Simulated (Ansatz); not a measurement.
Isolated molecules relaxed with PBE0-D4/def2-TZVP in Ansatz; ΔE leaves out vibrations. CBS: MP2 limit from def2 TZ/QZ plus the TZ coupled-cluster correction, frozen cores. DFT in def2-TZVPP. Each species was taken in one conformer, which may not be the lowest.

Consider the redistribution: `BN([SiH3])[SiH3]` + `C[SiH](F)[SiH2]N` → `B[SiH](F)[SiH2]N` + `CN([SiH3])[SiH3]`.

| level | ΔE (kJ/mol) |
| --- | --- |
| PBE-D4 | 221.3 |
| r2SCAN-D4 | 231.6 |
| ωB97M-V | 238.1 |
| PBE | 221.2 |
| HF/def2-TZVPP | 232.4 |
| CCSD(T)/def2-TZVPP | 234.9 |
| HF/def2-QZVPP | 232.7 |
| SCS-MP2/def2-QZVPP | 240.2 |

Problem. What does CCSD(T)/CBS give? (Best estimate.)

Solution. The calculation gave: +235.8 kJ/mol. The listed levels differ from it by -14.5, -4.2, 2.3, -14.6, -3.4, -0.9, -3.1, 4.4 kJ/mol.

Largest T1 diagnostic among the species: 0.013.

From PBE to PBE0 (25 % exact exchange), in def2-TZVPP and without D4, ΔE moves by +5.1 kJ/mol.
